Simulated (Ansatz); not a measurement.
A run for Ansatz (a first-principles code): U-r2SCAN/def2-TZVPP on LaO, 2S+1 = 2, a spin state set in the input, which need not be the lowest, a point of a bond scan (R = 1.899 Å). Elements past Kr take the def2 small-core potentials; no spin–orbit coupling.

Ansatz 0.2 input:
```yaml
crystal:
  periodic: [false, false, false]
  atoms:
    - {symbol: La, position_ang: [0.00000000, 0.00000000, 0.00000000]}
    - {symbol: O, position_ang: [0.00000000, 0.00000000, 1.89903200]}
basis:
  gaussian:
    orbitals: def2-TZVPP
    pivot_positions_ang: [[0.00000000, 0.00000000, 0.00000000], [0.00000000, 0.00000000, 1.89903200]]
hamiltonian:
  xc: {name: r2SCAN}
magnetization: {spin_polarized: true, initial_magnetization: 1}
output: {forces: true, orbitals: {seedname: ./end}}
```

The head of its log:

```
WARN ansatz: RAYON_NUM_THREADS=1 ignored (pool sized by the plan → 1); use --threads N
Functional definition: r2SCAN
integrals: 0.03 GiB planned
456 factors; their error is unknown
mean field: 0.32 GiB planned
mean field evaluation 1: about -2892.1958 eV, gradient 6.1e1 eV
mean field evaluation 2: about -2640.8943 eV, gradient 1.5e2 eV
```

Q: What total energy does the run end on?

A: -106.8234 hartree.
